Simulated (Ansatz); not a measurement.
Task: Predict a relaxed structure of (LiOH)2 ring (Li₂O₂H₂), charge 0, singlet, at PBE0-D4/def2-TZVP (Ansatz).

Result: 
```xyz
6

Li   -0.095    0.102   -1.111
O     0.019   -1.357   -0.126
Li    0.095   -0.102    1.111
O    -0.019    1.357    0.126
H     0.033   -2.303   -0.214
H    -0.033    2.303    0.215
```
Point group D2h (tolerance 0.1 Å). This is one stationary point.
